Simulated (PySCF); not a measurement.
# Pt(3+): interval between two levels

Pt(3+) [Xe] 4f14 5d7 [4F9/2, M_J = 9/2] → Pt(3+) [Xe] 4f14 5d6 6p1 [6F11/2, M_J = 11/2], as a difference of total energies. All numbers are calculated (PySCF 2.14, the two-component X2C-1e Hamiltonian, in x2c-TZVPall-2c with one added diffuse shell each of s, p, d type (12s12p11d2f, 117 functions)). Correlated levels: [Kr] 4d10 4f14 frozen; the 34 highest virtual spinors dropped. "Screened" scales the spin-orbit matrix elements by Boettger's factors to mimic the two-electron term; Breit and QED terms are absent.

```json
{"method": "GHF (screened spin-orbit)", "interval between two levels (cm⁻¹)": "126430"}
{"method": "GMP2 (screened spin-orbit)", "interval between two levels (cm⁻¹)": "128420"}
```

The labels give the starting determinants; with spin-orbit coupling the two ends relaxed to ⟨J²⟩ = 24.76, ⟨L²⟩ = 13.32, ⟨S²⟩ = 3.49 and ⟨J²⟩ = 35.78, ⟨L²⟩ = 13.33, ⟨S²⟩ = 8.20.
